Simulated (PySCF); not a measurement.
## Predicted spectroscopic data

Gas phase, one conformer, non-relativistic Hamiltonian, averaged over atoms made equivalent by symmetry, fast rotation or ring inversion. Geometry: GFN2-xTB; σ from GIAO-PBE0/pcSseg-1; PySCF.

δ = σ(ref) − σ, references computed at the same level: ¹H (σ = 31.72 ppm) and ¹³C (σ = 186.93 ppm) against TMS. Where no couplings were computed, multiplicities follow the n + 1 count of equivalent neighbours, and m marks all less simple cases (inequivalent or close neighbours, rings, F or P nearby). Shifts are as computed. Against solution values, carbons near 30 ppm lie about +3 ppm off and those near 130 ppm about +5 ppm; carbons on Cl a further +6 ppm. Of 1211 compounds with measured shifts, 218 miss one by over three times the rms of a fit or turn the order of signals round; such compounds aren't used in these exercises. Carbons bonded to Cl come out too deshielded. OH and NH positions are gas-phase values without hydrogen bonding to other molecules.

**1.** SMILES C=C[C@](C)(Cl)C1=C[SiH2]C1, C7H11ClSi. ¹H NMR (600 MHz, computed): δ 6.68 (m, 1H), 5.91 (m, 1H), 5.54 (m, 1H), 5.50 (m, 1H), 4.76 (m, 1H), 4.76 (m, 1H), 2.47 (m, 1H), 1.96 (m, 1H), 1.80 (s, 3H). ¹³C{¹H} NMR (computed): δ 174.9 (C), 151.3 (CH), 135.0 (CH), 119.6 (CH2), 73.8 (C), 26.6 (CH3), 17.2 (CH2).

**2.** `CN1C[Si@](N)(O[SiH3])[SiH2]1`, C2H12N2OSi3. ¹H NMR (600 MHz, computed): δ 5.61 (m, 1H), 5.49 (m, 1H), 5.21 (s, 3H), 3.22 (m, 1H), 2.99 (m, 1H), 2.72 (s, 3H), 0.55 (br s, 2H). ¹³C{¹H} NMR (computed): δ 63.6, 41.7.
